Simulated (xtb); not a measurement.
I3Si, SMILES I[Si](I)I (connectivity only; charge and spin as stated), charge +1, multiplicity 1. All values are semi-empirical tight-binding results from xtb (GFN2-xTB unless named), good for trends rather than for accurate numbers. The structure is a stationary point at GFN2-xTB. The spin state was assumed, not searched. The isomer is the one that the SMILES or the coordinates give; other isomers of the formula were not compared.

Q: Estimate the properties. (The exact figures need the calculation; the answer reports its results.)

A: 
* **point group as xtb finds it**: D3h
* **orbital gap**: 3.16 eV
* **zero-point energy**: 2.2 kcal/mol
* **G − E(el) at 298.15 K (modified RRHO)**: -19.6 kcal/mol
* **static polarisability (D4 model)**: 127.3 bohr³
* **solvation energy, GFN2-xTB/ALPB(water)**: -34.4 kcal/mol
* **solvation energy, GFN2-xTB/ALPB(methanol)**: -33.7 kcal/mol
